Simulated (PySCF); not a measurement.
C₈H₅N₅, SMILES C1=CC2=NC=NC3=CC=NC(=N1)N32.

Geometry: PBE-D3(BJ)/def2-SVP.

Two levels are set side by side: PBE/def2-SVP (PySCF) and PBE0/def2-SVP (PySCF). Same geometry, gas phase. Differences are taken from unrounded values.

| quantity | PBE0 |
|---|---|
| orbital gap (eV) | 3.58 |
| highest occupied level (eV) | -6.26 |
| lowest empty level (eV) | -2.68 |
| dipole moment (D) | 1.24 |
| mean polarisability (bohr³) | 117.4 |

Q: What does PBE give, and how far is it from PBE0? (An estimate is asked for; the answer gives what the named calculation found.)

A: 
```tsv
quantity	PBE	PBE minus PBE0
orbital gap (eV)	1.97	-1.61
highest occupied level (eV)	-5.41	0.85
lowest empty level (eV)	-3.44	-0.76
dipole moment (D)	1.16	-0.08
mean polarisability (bohr³)	119.6	2.2
```

Without exact exchange PBE keeps part of each electron's self-repulsion, which lifts occupied levels and narrows the gap. Differences between two approximate levels are no errors against the true value.

Rough cost on one machine, each run with all the roots and properties that it gave: PBE0 against PBE within a factor of 2.
